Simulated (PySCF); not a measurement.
Dipole response of B⁻ (boron, charge -1)

[He] 2s2 2p2, high-spin 3P determinant. Calculation: PySCF 2.14, in aug-cc-pVQZ-DK (6s5p4d3f2g, 80 functions); scalar relativity by spin-free X2C-1e. Coupled (time-dependent) response in atomic units; α is the mean over directions.

| method | mean α (bohr³) | α xx, yy, zz | C₆ (like pair) | S(−4) |
| --- | --- | --- | --- | --- |
| UHF | 124.2 | 61.42, 155.7, 155.7 | 1318 | 16550 |

S(−4) is the Cauchy moment in α(ω) = α(0) + S(−4) ω² + …

α(iu) at UHF:

```
u (hartree)  α(iu) (bohr³)
          0          124.2
     0.0500          96.94
      0.100          66.85
      0.200          36.02
      0.300          21.89
      0.500          10.35
      0.750          5.332
       1.00          3.251
       1.50          1.581
       2.00         0.9376
       3.00         0.4449
       5.00         0.1740
```

For an ion, C₆ is the dispersion term alone; charge-induced terms of lower order in 1/R come first.

The components differ because the open shell of this determinant is not spherical; for a pure term their mean is the scalar polarisability.
